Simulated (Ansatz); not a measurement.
Consider the ligand exchange at the Si–O bond: `O[SiH](O)O[SiH](F)F` + H₂S → `F[SiH](F)S` + `O[SiH](O)O`.

Computed with Ansatz on PBE0-D4/def2-TZVP structures; ΔE is electronic, products minus reactants. CCSD(T)/CBS adds triple-zeta CCSD(T) − MP2 to the extrapolated MP2 energy (def2 sets, frozen cores). This one scheme is used for every species. Functionals use def2-TZVPP. One conformer a species, not always the lowest.

```tsv
species	BHLYP-D4 energy (Eh)
`O[SiH](O)O[SiH](F)F`	-1007.17210
H₂S	-399.40149
`F[SiH](F)S`	-888.79111
`O[SiH](O)O`	-517.74768
```

(1) Work out ΔE.

Largest T1 diagnostic among the species: 0.012.

## Answers

(1) ΔE = (-888.79111) + (-517.74768) − (-1007.17210) − (-399.40149) = 0.03480 Eh = +0.95 eV. CCSD(T)/CBS gives +0.83 eV.

Leaving LDA and LC-ωPBE aside and taking each functional with its dispersion term where it has one, the values, not all of them listed here, spread over 0.30 eV, from revPBE-D4 to BHLYP-D4. LDA lies +0.06 eV from PBE without D4. From PBE to PBE0 (25 % exact exchange), in def2-TZVPP and without D4, ΔE moves by +0.07 eV. The D4 term adds +0.05 eV with B3LYP and +0.03 eV with PBE0; it sums over pairs of atoms, weighted by their polarisabilities, and B3LYP, whose exchange is more repulsive, gets the larger term.

B3LYP here is the variant with VWN-RPA as its local correlation; programs differ in this.
